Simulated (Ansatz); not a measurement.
System: H2GeOF, charge 0, doublet. H2GeOF (SMILES [OH][GeH][F], doublet).
B3LYP-D3(BJ)/def2-TZVP minimum from Ansatz (a program for electronic structure):
```xyz
5

Ge    -0.2762    -0.2492    -0.0789
O      1.4840    -0.5423    -0.0823
F     -0.4675     1.4660     0.2814
H     -0.8183    -1.0385     1.1622
H      1.9931     0.1564    -0.5103
```
Charge 0, spin multiplicity 2.

Property: atomisation energy (electronic, to ground-state atoms), in kJ/mol. Radicals and triplets start from unrestricted determinants; spin-orbit coupling is neglected. Correlated methods leave the cores frozen (noble-gas shells, and filled d and f shells in the p block). No relativity. CBS(X,Y): correlation extrapolated as X^-3, Hartree-Fock from the larger set. A bracket is a step between two methods taken in the basis named. Where a partner has so few electrons that a lower coupled-cluster level is exact, that level stands in.

CCSD(T)/CBS(cc-pVTZ,cc-pVQZ) + [CCSDT(Q) - CCSD(T)]/cc-pVDZ (Ansatz) gives 1586.9 kJ/mol.

Q: How far off this value is PBE/def2-TZVPD (Ansatz), in which direction, and how far these levels: B3LYP/def2-TZVPD, wB97M-V/def2-TZVPD, CCSD(T)/CBS(cc-pVTZ,cc-pVQZ)?

A: PBE gives 1598.3 kJ/mol, 11.4 kJ/mol above it. Differences of the others: B3LYP/def2-TZVPD (Ansatz) -42.3; wB97M-V/def2-TZVPD (Ansatz) -27.6; CCSD(T)/CBS(cc-pVTZ,cc-pVQZ) (Ansatz) -3.9 kJ/mol.
